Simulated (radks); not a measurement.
Question: Valence configurations of Pt3+ (all share [Xe]). All-electron calculation, scalar-relativistic Kohn-Sham, LDA (Slater exchange, Perdew-Wang correlation), spin-unpolarised, spherical densities, point nucleus. Program: a radial shooting solver on a logarithmic mesh with Libxc functionals. Order these by energy: 4f12 5d9; 4f13 5d7 6p1; 4f14 5d7; 4f10 5d9 6s2; 4f12 5d8 6p1; 4f11 5d8 6s2; 4f13 5d7 6s1; 4f13 5d8; 4f14 5d6 6s1; 4f12 5d7 6s1 6p1.

Answer: From the lowest, in eV above it: 4f14 5d7 0.000; 4f14 5d6 6s1 6.926; 4f13 5d8 72.014; 4f13 5d7 6s1 80.234; 4f13 5d7 6p1 90.236; 4f12 5d9 154.13; 4f12 5d8 6p1 173.86; 4f12 5d7 6s1 6p1 185.34; 4f11 5d8 6s2 270.08; 4f10 5d9 6s2 376.31. NIST lists [Xe] 4f14 5d7 as the ground configuration; this level of theory agrees among the configurations tried. The energies are those of spherical spin-averaged densities, not of single terms.
